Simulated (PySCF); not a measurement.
# Zinc: a sound run and one with changed settings

Sound run: Zn²⁺ [Ar] 3d10, Zn³⁺ [Ar] 3d9. Calculation: PySCF 2.14, in def2-TZVP (6s5p4d1f, 48 functions); the non-relativistic Hamiltonian (point nucleus). In the sound run the correlated levels freeze [Ar]. The sound run starts from symmetry-adapted Hartree-Fock orbitals and uses a fine grid where one is needed.

Changed run: the spin-free X2C one-electron Hamiltonian (Gaussian nucleus). This setting is unsound on purpose.

```json
{"species": "Zn²⁺", "method": "UHF", "sound run (hartree)": "-1776.91679", "changed run (hartree)": "-1790.08258", "converged": "yes"}
{"species": "Zn²⁺", "method": "PBE", "sound run (hartree)": "-1778.10886", "changed run (hartree)": "-1791.26727", "converged": "yes"}
{"species": "Zn²⁺", "method": "LDA", "sound run (hartree)": "-1775.46704", "changed run (hartree)": "-1788.61843", "converged": "yes"}
{"species": "Zn²⁺", "method": "MP2", "sound run (hartree)": "-1777.25584", "changed run (hartree)": "-1790.42455", "converged": "yes"}
{"species": "Zn³⁺", "method": "UHF", "sound run (hartree)": "-1775.54314", "changed run (hartree)": "-1788.72338", "converged": "yes"}
{"species": "Zn³⁺", "method": "PBE", "sound run (hartree)": "-1776.62277", "changed run (hartree)": "-1789.79374", "converged": "yes"}
{"species": "Zn³⁺", "method": "LDA", "sound run (hartree)": "-1773.95744", "changed run (hartree)": "-1787.12121", "converged": "yes"}
{"species": "Zn³⁺", "method": "MP2", "sound run (hartree)": "-1775.78699", "changed run (hartree)": "-1788.96898", "converged": "yes"}
```

Ionisation energy of Zn²⁺:

```
 method  sound run (eV)  changed run (eV)
    UHF          37.379            36.986
    PBE          40.438            40.097
    LDA          41.078            40.741
    MP2          39.969            39.608
SCS-MP2          39.651            39.286
```

Most of the change in total energy is the relativistic energy itself. On top of that the contraction fixes the core shape for the Hamiltonian it was made with, so the changed run is not a good calculation with the other Hamiltonian either.

For comparison, NIST gives 39.723 eV between the lowest levels.
